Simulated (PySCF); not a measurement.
B(SeH)3 (BH3Se3), SMILES [SeH]B([SeH])[SeH].

Geometry optimised at B3LYP-D3(BJ)/def2-SVP. One conformer was computed; it need not be the lowest.

Computed with B3LYP-D3(BJ)/def2-SVP (PySCF 2.14.0).

Frequencies are harmonic and unscaled.

| mode | ν (cm⁻¹) | IR (km/mol) | Raman (Å⁴/amu) | depolarisation | moving atoms (share of kinetic energy) |
|---|---|---|---|---|---|
| 1 | 57 | 1.2 | 4.7 | 0.75 | H 98 % |
| 2 | 125 | 0.1 | 0.8 | 0.72 | Se 95 % |
| 3 | 141 | 0.8 | 1.5 | 0.68 | Se 93 % |
| 4 | 257 | 0.0 | 8.3 | 0.09 | Se 99 % |
| 5 | 280 | 9.3 | 10.4 | 0.75 | H 83 %, B 13 % |
| 6 | 326 | 2.1 | 3.3 | 0.75 | H 86 %, B 12 % |
| 7 | 363 | 7.2 | 1.4 | 0.75 | B 71 %, H 27 % |
| 8 | 640 | 61.6 | 6.0 | 0.37 | H 60 %, B 31 %, Se 9 % |
| 9 | 704 | 52.4 | 13.4 | 0.35 | H 67 %, B 29 % |
| 10 | 727 | 7.8 | 11.2 | 0.66 | H 96 % |
| 11 | 901 | 70.5 | 3.1 | 0.47 | B 59 %, H 39 % |
| 12 | 920 | 53.7 | 10.6 | 0.69 | B 64 %, H 31 % |
| 13 | 2400 | 6.3 | 158.3 | 0.17 | H 99 % |
| 14 | 2404 | 16.8 | 51.6 | 0.72 | H 99 % |
| 15 | 2414 | 23.0 | 171.7 | 0.28 | H 99 % |
